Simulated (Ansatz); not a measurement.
Consider the formal exchange of groups at the Si–C bond: `C=C([SiH3])CCl` + `C=C=C[SiH3]` → `C=C=C[SiH2][SiH3]` + `C=CCCl`.

Computed with Ansatz on PBE0-D4/def2-TZVP structures; ΔE is electronic, products minus reactants. CCSD(T)/CBS is the MP2 limit (def2-TZVPP, def2-QZVPP) plus CCSD(T) − MP2 in def2-TZVPP, frozen cores. Functionals use def2-TZVPP. B3LYP here is the variant with VWN-RPA as its local correlation; programs differ in this. One conformer a species, not always the lowest.

| level | ΔE (kJ/mol) | difference from CCSD(T)/CBS |
| --- | --- | --- |
| PBE-D4 | -16.5 | -12.5 |
| r2SCAN-D4 | -10.2 | -6.2 |
| PBE0-D4 | -14.2 | -10.2 |
| B3LYP-D4 | -5.9 | -1.9 |
| ωB97X-V | -5.5 | -1.5 |
| ωB97M-V | 0.0 | 4.0 |
| B2PLYP | -5.1 | -1.1 |
| PBE | -19.5 | -15.5 |
| r2SCAN | -10.8 | -6.8 |
| PBE0 | -16.7 | -12.7 |
| B3LYP | -10.9 | -6.9 |
| HF/def2-TZVPP | -2.8 | 1.2 |
| MP2/def2-TZVPP | 3.6 | 7.6 |
| SCS-MP2/def2-TZVPP | 3.4 | 7.4 |
| CCSD/def2-TZVPP | -4.2 | -0.2 |
| CCSD(T)/def2-TZVPP | -3.6 | 0.4 |
| HF/def2-QZVPP | -2.5 | 1.5 |
| MP2/def2-QZVPP | 3.5 | 7.5 |
| SCS-MP2/def2-QZVPP | 3.2 | 7.2 |
| HF/CBS(def2) | -2.4 | 1.6 |
| MP2/CBS(def2) | 3.2 | 7.2 |
| CCSD/CBS(def2) | -4.6 | -0.6 |
| CCSD(T)/CBS | -4.0 | 0 |

Largest T1 diagnostic among the species: 0.013.

The D4 term adds +5.1 kJ/mol with B3LYP and +2.5 kJ/mol with PBE0; it sums over pairs of atoms, weighted by their polarisabilities, and B3LYP, whose exchange is more repulsive, gets the larger term.
